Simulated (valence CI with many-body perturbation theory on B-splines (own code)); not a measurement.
# Basis-set convergence for W35+

Computed by relativistic CI+MBPT: three valence electrons over a frozen Dirac-Fock core [Kr], radial functions for each j: 7 s, 7 p, 8 d, 6 f, 4 g, 1 h, with the one-electron correlation potential Σ1, the two-electron term Σ2, the three-electron term Σ3, Breit, model QED; selected CI, second order for the rest, scaled by the run's own slope (own B-spline code, finite nucleus).

The last digits are not significant, and no measured levels were compared; by estimate large intervals hold to a few tenths of a per cent, small ones and those within an open d or f shell to about a per cent. Only levels of the ground parity were solved; by the run's estimate the other parity begins above the list, which can be wrong where configurations are misplaced.

The reference run has the lowest level (4d3/2^3) J=3/2 and an ionisation energy of 1509.33 eV. Its largest variational space holds 4975 state functions.

Levels are named by their leading jj configuration (3d3/2^4 stands for four electrons in 3d with j = 3/2), which in mixed levels can hold well under half, so a name can repeat and another be missing. Letters in brackets count levels of one name in rising energy.

Changed runs:
A. basis 6 s, 6 p, 5 d, 5 f, 1 g
B. basis 5 s, 5 p, 4 d, 4 f

Excitation energies of the reference run in cm⁻¹, and shifts in cm⁻¹:

| Level | Reference | A | B |
| --- | --- | --- | --- |
| (4d3/2^2 4d5/2) J=5/2 [a] | 121383 | -150 | -448 |
| (4d3/2^2 4d5/2) J=3/2 | 140900 | -91 | +1.3 |
| (4d3/2^2 4d5/2) J=7/2 | 152189 | -28 | +74 |
| (4d3/2^2 4d5/2) J=9/2 | 155176 | +20 | +294 |
| (4d3/2^2 4d5/2) J=1/2 | 156742 | -57 | +218 |
| (4d3/2^2 4d5/2) J=5/2 [b] | 220706 | +48 | +589 |
| (4d3/2 4d5/2^2) J=7/2 [a] | 272136 | -101 | -219 |
| (4d3/2 4d5/2^2) J=9/2 | 285719 | -98 | -90 |
| (4d3/2 4d5/2^2) J=3/2 [a] | 299486 | -36 | +52 |
| (4d3/2 4d5/2^2) J=1/2 | 308369 | -1.2 | +433 |
| (4d3/2 4d5/2^2) J=5/2 [a] | 315232 | -12 | +378 |
| (4d3/2 4d5/2^2) J=11/2 | 316152 | +26 | +531 |
| Ionisation energy (eV) | 1509.33 | -0.042 | -0.11 |
